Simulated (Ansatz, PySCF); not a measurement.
Conformers of CH5BO2 (SMILES COBO), B3LYP-D3(BJ)/def2-TZVP minima from an xTB search, which can miss the lowest.
Conformer 1 (charge 0, multiplicity 1, Z-matrix in Å and degrees):
```
O
B 1 1.3509
O 2 1.3684 1 119.95
H 3 0.9607 2 113.25 1 -180.00
C 1 1.4278 2 121.12 3 0.01
H 5 1.0883 1 107.24 2 -179.99
H 5 1.0913 6 109.52 1 120.44
H 5 1.0913 6 109.52 7 119.11
H 2 1.1944 1 118.02 5 -179.99
```

Frozen-core correlation. CBS: X⁻³ extrapolation of the correlation energy, Hartree–Fock from the larger set. MP2 and its Hartree–Fock in cc-pVQZ are density fitted. Rows in 6-31G* carry no dispersion term and start afresh at each structure (6-31G* with six Cartesian d functions).

Codes used: Ansatz (Gaussian orbitals); PySCF for 6-31G* rows. Values without a source in brackets are computed.

Electronic energies of 4 conformers above conformer 1 (kcal/mol):

```tsv
level	conformer 1	conformer 2	conformer 3	conformer 4
PBE/def2-TZVPP	0.00	-0.37	0.79	2.18
B3LYP/6-31G*	0.00	-0.56	1.03	2.56
wB97M-V/def2-TZVPP	0.00	-0.06	1.14	2.43
MP2/CBS(cc-pVTZ, cc-pVQZ) + ΔCCSD(T)/cc-pVTZ	0.00	0.06	1.28	2.36
```

Q: Give Boltzmann populations at 298.15 K for each level, counting each conformer once and leaving out zero-point, thermal and symmetry terms.

A: 
Weights exp(−E/RT) with RT = 0.5925 kcal/mol, divided by their sum:
- PBE/def2-TZVPP: 32 %, 59 %, 8 %, 1 %
- B3LYP/6-31G*: 27 %, 68 %, 5 %, 0 %
- wB97M-V/def2-TZVPP: 44 %, 49 %, 6 %, 1 %
- MP2/CBS(cc-pVTZ, cc-pVQZ) + ΔCCSD(T)/cc-pVTZ: 49 %, 44 %, 6 %, 1 %
The share of conformer 1 runs from 27 to 49 % over these levels.

Ansatz is a first-principles code.
